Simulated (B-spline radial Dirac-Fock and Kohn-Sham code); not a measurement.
ΔSCF core binding energies without Breit or QED terms, calculated with a radial atomic solver.

A sound run for atomic palladium, configuration 1s2 2s2 2p6 3s2 3p6 3d10 4s2 4p6 4d10: The ground state converged in 11 iterations, with total energy -5044.40058 Ha, virial ratio 1.95726 and highest orbital energy -8.70 eV. ΔSCF binding energies: K (1s) 24428.2 eV, L3 (2p3/2) 3184.4 eV, M5 (3d5/2) 340.0 eV.

A second run, with one unsound setting: The ground state converged in 11 iterations, with total energy -4756.67436 Ha, virial ratio 2.05262 and highest orbital energy -8.84 eV. ΔSCF binding energies: K (1s) 21112.7 eV, L3 (2p3/2) 3207.7 eV, M5 (3d5/2) 344.5 eV.

```
iter   energy (Ha)        error
   1    -4755.00004296  1.96e+00
   2    -4755.53220360  2.21e-01
   3    -4756.66677138  3.24e-02
   4    -4756.67382191  1.10e-02
   5    -4756.67431791  2.06e-03
   6    -4756.67435235  4.68e-04
   7    -4756.67435563  2.73e-04
   8    -4756.67435762  2.08e-05
   9    -4756.67435772  3.32e-06
  11    -4756.67435772  2.98e-07
```

Q: Which fault fits the second run best?
A. functional not served
B. unbound anion
C. nuclear radius in wrong units
D. too few iterations

A: C. The input had radius_factor = 100.0: radius_factor inflates the nucleus far beyond its size, which weakens the binding of the inner electrons.
